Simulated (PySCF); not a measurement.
# How methods differ on the excitation energy of Cl(2+)

Cl(2+) [Ne] 3s2 3p3 (4S) → Cl(2+) [Ne] 3s1 3p3 4s1 (6S), as a difference of total energies. All numbers are calculated (PySCF 2.14, scalar relativity by spin-free X2C-1e, in x2c-QZVPPall with one added diffuse shell each of s, p, d, f type (10s7p5d3f1g, 86 functions)). Correlated levels: valence: [Ne] frozen. The calculations carry no spin-orbit coupling.

```
           method  excitation energy (cm⁻¹)
              UHF                    226730
    MP2 (valence)                    240810
SCS-MP2 (valence)                    245970
   CCSD (valence)                    242480
CCSD(T) (valence)                    243150
```

The promoted electron is Rydberg-like, and one or two diffuse shells describe it only roughly, which tends to raise the upper state.
